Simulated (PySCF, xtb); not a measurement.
Sn(H)3(OSiH3) (H₆OSiSn), SMILES [SnH3][O][SiH3].

xtb 6.7.1 with GFN2-xTB at its own geometry gives an orbital gap of 5.57 eV and a dipole moment of 1.85 D.

Geometry optimised at PBE0-D3(BJ)/def2-SVP. The def2 effective core potentials stand for the cores of Sn; spin–orbit coupling is left out.

### Question
What does B3LYP/def2-TZVPD run with PySCF give? (Estimate from the structure and the level; the computed values follow.)

### Answer
gap 6.89 eV (levels -8.02 and -1.13 eV), dipole 2.08 D.
